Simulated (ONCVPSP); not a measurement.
# u(r) = r·R(r): atom against pseudo-atom (zirconium)

Columns: radius, all-electron u(r) and pseudo u(r) of the 4d shell (level -17.30 eV) of zirconium in the configuration [Ar] 3d10 4s2 4p6 4d2; PBE, scalar-relativistic, ONCV scheme, ONCVPSP 4.0.1.

| r (bohr) | all-electron | pseudo |
| --- | --- | --- |
| 0.148 | -0.1992 | 0.0037 |
| 0.295 | -0.3305 | 0.0276 |
| 0.443 | -0.2075 | 0.0858 |
| 0.590 | 0.0153 | 0.1796 |
| 0.738 | 0.2405 | 0.3016 |
| 0.885 | 0.4263 | 0.4332 |
| 1.033 | 0.5657 | 0.5572 |
| 1.180 | 0.6587 | 0.6563 |
| 1.328 | 0.7135 | 0.7232 |
| 1.475 | 0.7378 | 0.7558 |
| 1.623 | 0.7395 | 0.7595 |
| 1.770 | 0.7252 | 0.7420 |
| 1.918 | 0.6995 | 0.7110 |
| 2.065 | 0.6666 | 0.6731 |
| 2.213 | 0.6290 | 0.6319 |
| 2.360 | 0.5892 | 0.5902 |
| 2.508 | 0.5481 | 0.5483 |
| 2.655 | 0.5075 | 0.5075 |
| 2.802 | 0.4677 | 0.4677 |
| 2.950 | 0.4291 | 0.4290 |
| 3.098 | 0.3922 | 0.3922 |
| 3.245 | 0.3576 | 0.3575 |
| 3.393 | 0.3248 | 0.3248 |
| 3.540 | 0.2945 | 0.2945 |
| 3.688 | 0.2661 | 0.2661 |
| 3.835 | 0.2401 | 0.2400 |

**Question.** How many radial nodes do the two functions have?

**Answer.** The all-electron 4d function has n − l − 1 = 1; the pseudo-wave has 0, since the states of the same l below it are removed with the core.

**Question.** At about which radius was the pseudo-wave matched?

**Answer.** 2.80 bohr. The columns agree to 0.0005 from 2.51 bohr on; several derivatives are matched, so the curves merge somewhat inside the radius.

**Question.** Is the pseudo-wave norm-conserving?

**Answer.** Yes: the ONCV scheme keeps the norm inside the radius equal to the all-electron one, which fixes the energy derivative of the logarithmic derivative at the level.
